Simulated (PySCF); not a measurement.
## A ladder for the electron affinity of Fe

Fe⁻ [Ar] 3d7 4s2 (4F) → Fe [Ar] 3d6 4s2 (5D). Scalar values calculated with PySCF 2.14 in x2c-TZVPPall with one added diffuse shell each of s, p, d, f type (spin-free X2C; valence: [Ar] frozen; valence and next inner shell: [Ne] frozen). The spin-orbit shift comes from two-component X2C-1e calculations (generalised Hartree-Fock, GHF, and MP2 on its spinors, GMP2) in x2c-TZVPall-2c with one added diffuse shell each of s, p, d type: GMP2 gives -0.149 eV without and -0.135 eV with screened spin-orbit coupling, a shift of 0.015 eV (GHF: 0.015 eV). Sums use unrounded values; where a UHF row is shifted, it takes the GHF shift.

```csv
method,scalar (eV),plus spin-orbit shift (eV),error (eV)
UHF,-2.282,-2.267,-2.421
MP2 (valence),-0.272,-0.257,-0.410
SCS-MP2 (valence),-0.252,-0.237,-0.390
CCSD (valence),-0.498,-0.483,-0.636
CCSD(T) (valence),-0.224,-0.210,-0.363
LDA,1.073,1.088,0.935
PBE,0.935,0.950,0.797
PBE0,0.232,0.247,0.093
TPSSh,0.623,0.638,0.484
wB97X-V,0.138,0.153,-0.001
HSE06,0.262,0.276,0.123
BHandHLYP,-0.421,-0.406,-0.559
MP2 (valence and next inner shell),0.125,0.140,-0.013
SCS-MP2 (valence and next inner shell),-0.007,0.008,-0.145
CCSD (valence and next inner shell),-0.406,-0.392,-0.545
CCSD(T) (valence and next inner shell),-0.126,-0.111,-0.264
```

Reference: 0.153 eV (measured; photodetachment measurements, as compiled on the Wikipedia data page of electron affinities).

The errors of the correlated levels include the incompleteness of the basis and the frozen core, so a lower level can come closer by cancellation.
